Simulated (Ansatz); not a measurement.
`BCC(C)F` + `C=CCl` → `BC(=C)Cl` + `CC(C)F`  (formal exchange of groups at a B–C bond)

Computed with Ansatz on PBE0-D4/def2-TZVP structures; ΔE is electronic, products minus reactants. CCSD(T)/CBS adds triple-zeta CCSD(T) − MP2 to the extrapolated MP2 energy (def2 sets, frozen cores). This one scheme is used for every species. Functionals use def2-TZVPP. One conformer a species, not always the lowest.

```
   species  revPBE-D4 energy (Eh)
 `BCC(C)F`             -243.84537
   `C=CCl`             -538.14011
`BC(=C)Cl`             -563.57806
  `CC(C)F`             -218.41782
```

(1) Work out ΔE.

Largest T1 diagnostic among the species: 0.011.

## Answers

(1) ΔE = (-563.57806) + (-218.41782) − (-243.84537) − (-538.14011) = -0.01040 Eh = -27.3 kJ/mol. CCSD(T)/CBS gives -26.7 kJ/mol.

Leaving LDA and LC-ωPBE aside and taking each functional with its dispersion term where it has one, the values, not all of them listed here, spread over 6.3 kJ/mol, from BLYP-D4 to ωB97X-V. LDA lies +3.6 kJ/mol from PBE without D4.
